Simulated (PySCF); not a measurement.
## Two-photon absorption: SMILES C#CC1=C(C(C)=O)[C@H]1F, C$_{7}$H$_{5}$FO

Cartesian coordinates in Å; atom numbers follow the order of the lines, from 1:
```xyz
14

C     3.5708   -0.8249    0.9172
C     2.4883   -0.4440    0.5482
C     1.2769    0.0346    0.1178
C    -0.0266   -0.0943   -0.1130
C    -1.2362   -0.8981   -0.0712
C    -2.4957   -0.0788   -0.1653
O    -1.2077   -2.1026    0.0240
C     0.5448    1.2515   -0.3436
F     0.2939    2.2509    0.5736
H     4.5022   -1.1824    1.2423
H    -3.3656   -0.7074    0.0027
H    -2.4697    0.7287    0.5639
H    -2.5564    0.3682   -1.1567
H     0.6804    1.6981   -1.3219
```

Theory: TDDFT LC-wPBE/def2-SVPD excited states, vertical, gas phase (PySCF 2.14.0). Geometry: GFN2-xTB.

Problem. Give the one- and two-photon strengths of the lowest singlets.

Solution. δ for parallel linear polarisation; σ at the peak of a Lorentzian of half width 0.1 eV, single beam; Ω is circular over linear.
```csv
state,E (eV),f,photon λ (nm),δ (au),σ (GM),Ω,main
S1,3.58,0.000,693,0.33,0.00,1.45,"HOMO→LUMO 0.75, HOMO−1→LUMO 0.08"
S2,4.59,0.007,540,4.13,0.03,0.98,"HOMO−2→LUMO 0.73, HOMO→LUMO 0.08"
S3,5.09,0.310,487,204,1.94,0.63,HOMO−1→LUMO 0.78
S4,5.76,0.004,431,6.08,0.07,1.45,HOMO−3→LUMO 0.85
S5,6.50,0.009,382,8.82,0.14,1.10,"HOMO−1→LUMO+2 0.43, HOMO−1→LUMO+3 0.09"
```

Among these, the strongest one-photon state is S3, the strongest two-photon state S3, with a dipole change of 2.1 D (relaxed, norm of the difference vector).
